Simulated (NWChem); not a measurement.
GeSiH5OF; SMILES [GeH3][O][SiH2]F

```xyz
9

Si    -0.4412     1.7747    -0.0612
F      1.0810     2.2378     0.2644
O     -0.6402     0.2043     0.3545
Ge     0.1095    -1.3696    -0.0346
H     -0.6357     1.9791    -1.5230
H     -1.3581     2.6011     0.7614
H      1.2669    -1.5968     0.9487
H     -1.0022    -2.4114     0.1435
H      0.6117    -1.3217    -1.4894
```
Atoms are numbered in this order, from 1.

Level: PBE0/def2-SVP (NWChem), optimised geometry, unscaled harmonic frequencies. 

**Question.** List the harmonic frequencies with IR intensities, and the thermochemistry.

**Answer.** 
| frequency (cm⁻¹) | IR intensity (km/mol) |
|---|---|
| 23 | 2.7 |
| 50 | 0.7 |
| 92 | 2.6 |
| 332 | 19.4 |
| 509 | 13.3 |
| 640 | 9.0 |
| 654 | 42.9 |
| 714 | 149.3 |
| 744 | 3.3 |
| 858 | 406.7 |
| 871 | 45.7 |
| 873 | 67.6 |
| 877 | 49.3 |
| 969 | 135.1 |
| 977 | 176.4 |
| 1064 | 362.3 |
| 2164 | 81.4 |
| 2184 | 95.0 |
| 2194 | 103.5 |
| 2262 | 132.0 |
| 2293 | 134.4 |

```
Quantity                                                                           Result
-----------------------------------------------------------------------  ----------------
zero-point energy                                                           30.5 kcal/mol
thermal correction to the enthalpy at 298.15 K (with zero-point energy)     35.3 kcal/mol
heat capacity Cv                                                         21.5 cal/(mol K)
entropy at 298.15 K and 1 atm (symmetry number 1)                        86.8 cal/(mol K)
dipole moment                                                                      1.79 D
```

Rigid rotor and harmonic oscillator; modes under 100 cm⁻¹ make the entropy uncertain.
